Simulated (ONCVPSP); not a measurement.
## How hard is this Ta (Z = 73) ONCV potential?

Ta, optimised norm-conserving Vanderbilt (ONCV), made with ONCVPSP 4.0.1 (revPBE, scalar-relativistic). Core [Xe] 4f14, reference 5d3 6s2. Waves: 6s: rc 2.70 bohr, ncon 4, nbas 9, qcut 2.5 1/bohr, 2 projectors, debl 1.6 Ha; p scattering state at 0.04 Ha: rc 3.35 bohr, ncon 4, nbas 8, qcut 2.2 1/bohr, 3 projectors, debl 0.6 Ha; 5d: rc 3.10 bohr, ncon 4, nbas 9, qcut 5.2 1/bohr, 3 projectors, debl 4 Ha. Local part: polynomial inside 2.10 bohr (lpopt 4, dvloc0 1 Ha). Core correction: polynomial model core, fcfact 0.4.

In the p channel the program set the typed energies aside and used 0.050, 0.650, 1.250 Ha.

For each optimised wave give the share of its norm inside rc, the residual kinetic energy above qcut (Ha) and the cutoffs (Ha) for errors of 10, 1, 0.1 and 0.01 mHa per electron.

| wave | norm inside rc | residual KE | 10 mHa | 1 mHa | 0.1 mHa | 0.01 mHa |
| --- | --- | --- | --- | --- | --- | --- |
| 6s | 0.334 | 5.9e-04 | 1.8 | 2.9 | 9.9 | 29.3 |
| s projector 2 | 0.143 | 2.7e-02 | 3.9 | 7.2 | 19.9 | 32.7 |
| p projector 1 | 0.080 | 1.6e-04 | 0.3 | 1.2 | 2.9 | 13.6 |
| p projector 2 | 0.327 | 9.0e-03 | 2.3 | 4.4 | 16.4 | 24.6 |
| p projector 3 | 0.189 | 4.1e-02 | 3.5 | 12.1 | 28.3 | 31.9 |
| 5d | 0.817 | 2.4e-07 | 7.1 | 9.0 | 10.6 | 11.7 |
| d projector 2 | 0.195 | 1.6e-04 | 10.2 | 12.2 | 15.2 | 37.2 |
| d projector 3 | 0.143 | 2.2e-03 | 13.0 | 15.1 | 47.0 | 54.4 |

The occupied waves need 9.0 Ha and 11 Ha for 1 and 0.1 mHa. Note: no bound ghost flagged; GHOST(+) flagged for s at 54.5 eV, p at 69.5 eV. 1 of 4 tests not solved or not reliable.
